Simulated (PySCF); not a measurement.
# Field gradients at the hydrogen positions

Compound: C₆H₁₁FO₂Si.
SMILES with atom numbers: `[CH2:1]=[C:2]([CH3:3])[SiH2:4][C@@H:5]([F:6])[C:7](=[O:8])[O:9][CH3:10]` (hydrogens: H11, H12 on C1; H13, H14, H15 on C3; H16, H17 on Si4; H18 on C5; H19, H20, H21 on C10)

Cartesian coordinates in Å at the GFN2-xTB level; atoms count from 1:
```
atom  x, y, z in Å
C1    -1.2336   -1.0892   -0.7114
C2    -1.6751    0.0658   -0.2234
C3    -2.8573    0.7639   -0.8321
Si4   -0.9064    0.9337    1.2646
C5     0.7296    0.0498    1.8094
F6     0.4882   -1.2717    2.1175
C7     1.7420    0.2010    0.7243
O8     2.2243    1.2681    0.4316
O9     1.9972   -0.9366    0.0784
C10    2.8989   -0.8467   -1.0142
H11   -1.7055   -1.5622   -1.5604
H12   -0.3936   -1.6134   -0.2899
H13   -3.2847    0.1803   -1.6444
H14   -3.6236    0.9324   -0.0778
H15   -2.5605    1.7375   -1.2183
H16   -0.5377    2.3177    0.9641
H17   -1.7880    0.8585    2.4359
H18    1.1115    0.5228    2.7171
H19    3.8986   -0.5883   -0.6595
H20    2.5642   -0.0800   -1.7160
H21    2.9027   -1.8266   -1.4842
```

Level: PBE0/pcSseg-1 (PySCF, non-relativistic); Q(2H) = 0.00286 b; rigid geometry, the same for H and D, with no vibrational averaging.

Task: Rank these positions by the coupling χzz of a deuteron there, largest first.
A. H12 (vinylic hydrogen)
B. H17 (Si–H hydrogen)
C. H15 (methyl hydrogen)
D. H20 (methyl hydrogen)

Result: A (220 kHz), C (210 kHz), D (198 kHz), B (106 kHz).

Task: What are Vzz, η and χzz (234.96 MHz × Q × Vzz) at all hydrogens?

Result: 
| atom | bonded to | bond length (Å) | Vzz (au) | η | χzz (kHz) |
| --- | --- | --- | --- | --- | --- |
| H11 | C1 | 1.080 | 0.3302 | 0.05 | 222 |
| H12 | C1 | 1.076 | 0.3278 | 0.06 | 220 |
| H13 | C3 | 1.088 | 0.3140 | 0.03 | 211 |
| H14 | C3 | 1.088 | 0.3126 | 0.03 | 210 |
| H15 | C3 | 1.089 | 0.3121 | 0.03 | 210 |
| H16 | Si4 | 1.463 | 0.1605 | 0.03 | 108 |
| H17 | Si4 | 1.468 | 0.1584 | 0.03 | 106 |
| H18 | C5 | 1.092 | 0.2962 | 0.09 | 199 |
| H19 | C10 | 1.092 | 0.2966 | 0.10 | 199 |
| H20 | C10 | 1.092 | 0.2946 | 0.11 | 198 |
| H21 | C10 | 1.087 | 0.3066 | 0.08 | 206 |

Task: Average by the element that carries the hydrogen.

Result: on C: 208 kHz over 9 positions, mean bond length 1.087 Å; on Si: 107 kHz over 2 positions, mean bond length 1.466 Å.

Task: How does χzz go with the bond length over the 9 C–H bonds?

Result: A straight-line fit has a slope of -14.6 kHz for each 0.01 Å, with a correlation coefficient of -0.92, over lengths from 1.076 to 1.092 Å. The longer bonds have the smaller couplings here.

Geometry: GFN2-xTB, one conformer, isolated molecule. GFN2-xTB bond lengths can be off by several hundredths of an ångström, more for odd bonds, and the gradients follow them. With a basis this small, the couplings can be 20 % off.

These values come from a run that also computed NMR shieldings. Time: 97 s of wall time; peak memory 1.1 GiB. Hardware: one thread of an Arm Neoverse N1, on a shared host.
